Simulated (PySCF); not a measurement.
Relaxation of quartet TaH2

Method: UPBE0 in PySCF with Ta def2-TZVP with ECP60, H def2-TZVP; scalar-relativistic core potentials, no spin–orbit coupling; density-fitted integrals. A (50,194) grid was used.

A hand-made bent start, of C2v symmetry, held to at least that symmetry:

Coordinates in bohr (charge 0 multiplicity 4):
```
Ta    0.0000    0.0000   -0.0213
H     2.7554    0.0000    1.9082
H    -2.7554    0.0000    1.9082
```

Optimiser trace:
```json
{"step": "0", "E − E(last) (kJ/mol)": "1.62", "largest gradient (Eh/bohr)": "0.00731"}
{"step": "1", "E − E(last) (kJ/mol)": "0.57", "largest gradient (Eh/bohr)": "0.00417"}
{"step": "2", "E − E(last) (kJ/mol)": "0.00", "largest gradient (Eh/bohr)": "0.00013"}
{"step": "3", "E − E(last) (kJ/mol)": "0.00", "largest gradient (Eh/bohr)": "0.00003"}
```

It ends at C2v with Ta–H 1.774 Å (×2); H–Ta–H 116.5°. A frequency run shows a minimum. Other isomers or separated fragments may lie lower.

Final geometry:
```xyz
3
charge 0 multiplicity 4, angstrom
Ta    0.0000    0.0000   -0.0103
H     1.5083    0.0000    0.9240
H    -1.5083    0.0000    0.9240
```

Other spin states or occupations of the open shell can lie lower. No spin–orbit coupling is included, which matters more the heavier the element.

The relaxation took 2.6 s on 2 threads of a shared Arm Neoverse V1 host, with 52 basis functions and 4 gradients; the process peaked at 0.36 GiB. Launch command: `OMP_NUM_THREADS=2 python axn.py task.json out`.
